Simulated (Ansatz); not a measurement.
Input and output for C$_{2}$H$_{6}$CdS$_{2}$ (`C[S][Cd][S]C`).

```yaml
crystal:
  periodic: [false, false, false]
  atoms:
    - {symbol: C, position_ang: [-0.275602, -1.210171, 3.179333]}
    - {symbol: S, position_ang: [1.464335, -1.253631, 2.114229]}
    - {symbol: Cd, position_ang: [0.661814, -0.845268, -0.343216]}
    - {symbol: S, position_ang: [-0.106161, -0.480254, -2.818451]}
    - {symbol: C, position_ang: [0.013973, 1.544244, -3.043666]}
    - {symbol: H, position_ang: [-1.040879, -2.097034, 2.838666]}
    - {symbol: H, position_ang: [-0.833945, -0.128442, 3.098514]}
    - {symbol: H, position_ang: [0.034235, -1.396600, 4.346023]}
    - {symbol: H, position_ang: [-0.737261, 2.133809, -2.284438]}
    - {symbol: H, position_ang: [-0.334681, 1.780947, -4.190080]}
    - {symbol: H, position_ang: [1.154160, 1.952409, -2.896915]}
basis:
  gaussian: {orbitals: x2c-TZVPPall}
magnetization: {spin_polarized: true, initial_magnetization: 2}
hamiltonian: {xc: {name: PBE}, dispersion: d4}
scf: {lower_state_search: full}
```

```sh
$ ansatz run in.yaml --threads 2 --pin off --events-out ev --progress --plain --max-ram 32768MiB --backend cuda --devices 0, --max-vram 18GiB
```

Shortened log:

```
Functional definition: PBE
1901 factors; their error is unknown
mean field evaluation 1: about -176081.5826 eV, gradient 5.7e1 eV
mean field evaluation 2: about -175937.9010 eV, gradient 1.4e2 eV
mean field evaluation 4: about -176060.9521 eV, gradient 6.6e1 eV
mean field evaluation 8: about -176099.5297 eV, gradient 7.7e0 eV
mean field evaluation 16: about -176099.8467 eV, gradient 9.4e-6 eV
mean field -176099.84667984 eV, -6471.5500007210 hartree, gradient 9.4e-6 eV, S^2 2.003793; 11 other end points of the search recorded, 0 dependent functions left out
reference -176099.84673574 eV, -6471.5500027751 hartree; 50, 48 occupied and 259, 261 virtual orbitals, 1901 factors
Total energy: -176100.08624689 eV, -6471.5588046474 hartree
Relativity: scalar
```

Hardware: 2 threads of an AMD EPYC 7R13 on a shared host and a share of an NVIDIA H100 80 GB. Wall time 23 s, peak host memory 0.97 GiB.
